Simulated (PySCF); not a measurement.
Dipole moment and polarisability of `CC[C@@H](OC)C(=O)F`

C5H9FO2.
Structure used (GFN2-xTB), in Å, numbered top down from 1:
```
atom  x, y, z in Å
C1    -2.0836    0.1756    0.8788
C2    -1.2885    0.1893   -0.4197
C3     0.2244    0.2651   -0.1392
O4     0.6216   -0.9336    0.4700
C5     1.9267   -0.9199    1.0021
C6     0.9474    0.5062   -1.4402
O7     1.6479   -0.1925   -2.0776
F8     0.6805    1.7755   -1.8900
H9    -1.7572   -0.6518    1.5022
H10   -1.9446    1.1046    1.4270
H11   -3.1420    0.0556    0.6642
H12   -1.4753   -0.7299   -0.9763
H13   -1.5810    1.0413   -1.0351
H14    0.4312    1.1289    0.5191
H15    2.6840   -0.8085    0.2211
H16    2.0573   -1.8802    1.4955
H17    2.0442   -0.1135    1.7365
```

Level: CAM-B3LYP/def2-SVPD (PySCF), static field, nuclei fixed, core orbitals frozen in the response. The polarisability tensor in these axes (au):

```
x   73.98 -5.11 -3.74
y   -5.11 64.17 -2.75
z   -3.74 -2.75 68.21
```

**Question.** Give the principal values, the mean and the anisotropy Δα = √{½[(α1 − α2)² + (α2 − α3)² + (α1 − α3)²]}.

**Answer.** Principal values 59.97, 69.50 and 76.89 au; mean 68.79 au = 10.19 Å³ = 11.34 × 10⁻⁴⁰ C²·m²/J; Δα = 14.69 au (21 % of the mean).

**Question.** What is the dipole moment, and where does it point?

**Answer.** (-0.93, 0.56, 2.58) D, 2.80 D in size, pointing from the negative to the positive side. Measured along this direction, the outermost atoms are O7 at the negative end and H10 at the positive end.

**Question.** In a dilute gas of rigid molecules at 273 K, how does the orientational term μ²/3kT compare with the electronic polarisability?

**Answer.** In Gaussian units μ²/3kT = 69.46 Å³ against 10.19 Å³, a ratio of 6.81; the Debye molar polarisation (4π/3)N_A(α + μ²/3kT) is 200.9 cm³/mol, leaving out the vibrational part.

**Question.** Refractivity n − 1 of an ideal gas of it at 298.15 K and 1 atm, from the electronic α?

**Answer.** N = p/kT = 2.4615 × 10¹⁹ cm⁻³, so n − 1 = 2π × N × 10.19 × 10⁻²⁴ cm³ = 1576 × 10⁻⁶ at long wavelengths, for an ideal gas.

**Question.** Find the Langevin capture rate constant for O2+ (31.990 u) meeting this molecule (120.059 u), k = 2.342 × 10⁻⁹ cm³/s × √(α in Å³ / reduced mass in u).

**Answer.** The reduced mass is 25.26 u, so k = 1.49 × 10⁻⁹ cm³/s. The formula leaves out the permanent dipole, which adds to the capture rate.

**Question.** Along which axes do the principal values lie, and how far do the nuclei extend along each?

**Answer.** Largest value along (0.91, -0.30, -0.30), where the nuclei span 5.67 Å; middle along (0.10, -0.53, 0.84), 4.92 Å; least along (0.41, 0.79, 0.45), 3.15 Å. The response follows the extents in order.

Geometry: GFN2-xTB, one conformer, isolated molecule.
